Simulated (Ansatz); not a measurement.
Abridged output of a molecular run in Ansatz:

```
Functional definition: HF
1416 factors; integrals over basis functions are off by at most 9.0e-4 eV
mean field evaluation 1: about -169513.6517 eV, gradient 1.5e1 eV
mean field evaluation 2: about -169513.7860 eV, gradient 1.5e1 eV
mean field evaluation 4: about -169515.0498 eV, gradient 3.4e0 eV
mean field evaluation 8: about -169515.0718 eV, gradient 3.6e-4 eV
mean field -169515.07179318 eV, -6229.5639869569 hartree, gradient 1.1e-6 eV, S^2 0.000000; 0 other end points of the search recorded, 0 dependent functions left out
27 core orbitals not correlated: weight in the atoms' cores, before any rotation towards them, 1.000 or more for the frozen orbitals, at most 0.000 for the correlated occupied ones
reference -169515.07179318 eV, -6229.5639869569 hartree; 24, 24 occupied and 177, 177 virtual orbitals, 1416 factors
second order -21.14679925 eV of doubles, -0.00000000 eV of singles
cycle   1  -20.93097902 eV  change    2.2e-1 eV  update   1.2e-1
cycle   2  -21.76387856 eV  change   -8.3e-1 eV  update   3.5e-2
cycle   3  -21.82410289 eV  change   -6.0e-2 eV  update   1.5e-2
cycle   4  -21.81523567 eV  change    8.9e-3 eV  update   3.5e-3
cycle   5  -21.81506203 eV  change    1.7e-4 eV  update   1.2e-3
cycle   6  -21.81453108 eV  change    5.3e-4 eV  update   3.8e-4
cycle   7  -21.81443407 eV  change    9.7e-5 eV  update   1.3e-4
cycle   8  -21.81450207 eV  change   -6.8e-5 eV  update   5.0e-5
cycle   9  -21.81451122 eV  change   -9.1e-6 eV  update   1.6e-5
perturbative correction -0.85395995 eV, -0.0313824494 hartree
Total energy: -169537.74026435 eV, -6230.3970379073 hartree
```

Its atoms:

Cartesian coordinates in Å:
```
Ge -0.7269 1.0062 0.6577
Ge -0.6688 -1.1117 -0.5387
Ge 1.3957 0.1054 -0.1189
H -1.0232 0.9909 2.1612
H -1.3067 2.2339 -0.0531
H -0.9307 -2.4034 0.2433
H -1.2131 -1.1593 -1.9706
H 2.3778 -0.4525 0.9169
H 2.0958 0.7903 -1.2977
```

Q: Which basis set was used?
A. def2-TZVPP
B. cc-pV(D+d)Z
C. cc-pV(Q+d)Z
D. def2-SVPD

A: A. It gives 228 functions.

Q: Write the keys of the input that set method, charge and spin (a neutral closed shell needs none for the last two).

A: 
```yaml
correlation: {method: ccsd_t}
```
